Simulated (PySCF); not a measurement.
# Solvent effects on NMR parameters

Geometry (Å), atoms numbered from 1 in this order:
```xyz
20

C    -2.0485    0.9793    0.3221
C    -1.3472   -0.3673    0.3025
C    -2.2180   -1.4732   -0.2580
O    -0.1755   -0.3189   -0.5081
C     1.0170   -0.0385    0.1045
C     2.1428   -0.5549   -0.7689
S     3.7464    0.1162   -0.2315
B     3.0886    1.6789    0.3448
S     1.3127    1.7984    0.4068
H    -2.3340    1.2718   -0.6998
H    -2.9595    0.9269    0.9371
H    -1.4030    1.7662    0.7369
H    -1.0402   -0.6335    1.3334
H    -1.6899   -2.4371   -0.2271
H    -3.1516   -1.5646    0.3157
H    -2.4734   -1.2555   -1.3062
H     1.0674   -0.4911    1.1140
H     1.9503   -0.2503   -1.8093
H     2.1778   -1.6530   -0.7265
H     3.8109    2.5814    0.6722
```

GIAO PBE0/pcSseg-1 in PySCF on one PBE0-D3(BJ)/def2-SVP conformer, non-relativistic, equivalent nuclei averaged. Solvents enter as an IEF-PCM continuum (tetrahydrofuran with ε = 7.4, water with ε = 78.4) around the gas-phase geometry. Shifts are referred to TMS, CS2, BF3·OEt2 computed in the same medium.

Gas phase, δ in ppm: C5 103.3, C2 78.9, C6 44.1, C3 25.1, C1 21.8, S9 135.5, S7 49.1, B8 60.8, H20 6.59, H17 5.15, H13 3.28, H18 2.97, H19 2.94, H10/H11/H12 1.39. Dipole moment 2.80 D.

(1) How does each δ change in the continuum?

(2) Which nuclei move most (in ppm), and what does the model miss?

Answers

(1) 
```tsv
atoms	environment	Δδ, tetrahydrofuran	Δδ, water
C5	sp3 CH bonded to O and S	+0.8	+1.0
C2	sp3 CH bonded to O	+0.6	+0.7
C6	sp3 CH2 bonded to S	+0.6	+0.8
C3	methyl carbon	+0.2	+0.3
C1	methyl carbon	+0.3	+0.4
S9	sulfur bonded to C, B, in a 5-membered ring	-8.4	-10.9
S7	sulfur bonded to C, B, in a 5-membered ring	-4.2	-4.5
B8	boron bonded to 2 S, H, in a 5-membered ring	+0.9	+1.1
H20	hydrogen on a boron bonded to 2 S, in a 5-membered ring	-0.01	-0.01
H17	hydrogen on an sp3 CH bonded to O and S	+0.26	+0.35
H13	hydrogen on an sp3 CH bonded to O	+0.24	+0.32
H18	hydrogen on an sp3 CH2 bonded to S	+0.07	+0.06
H19	hydrogen on an sp3 CH2 bonded to S	+0.28	+0.36
H10/H11/H12	hydrogen on a methyl carbon	-0.02	-0.04
```

Changes are relative to the gas phase. The dipole moment becomes 3.50 D in tetrahydrofuran, 3.68 D in water.

(2) S9 (sulfur bonded to C, B, in a 5-membered ring, -10.9 ppm) in water. A continuum only polarises the solute; specific hydrogen bonds, the anisotropy of aromatic solvents and changes of geometry or conformer are outside it.
